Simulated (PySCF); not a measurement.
A structure optimised at PBE-D3(BJ)/def2-SVP, used in a PySCF frequency run:

```xyz
8

F     -0.3005    -1.8962     0.0000
Si    -0.0843    -0.2778     0.0000
Si     2.1858     0.2736     0.0000
Cl    -1.0199     0.4686     1.6864
Cl    -1.0199     0.4686    -1.6864
H      2.8344    -0.2888    -1.2327
H      2.8344    -0.2888     1.2327
H      2.2896     1.7719     0.0000
```

Write its SMILES, formula and point group.

F[Si]([SiH3])(Cl)Cl, Cl₂FH₃Si₂, Cs

What are its rotational constants (standard atomic weights)?

1.7069, 1.5696, 1.1610 GHz
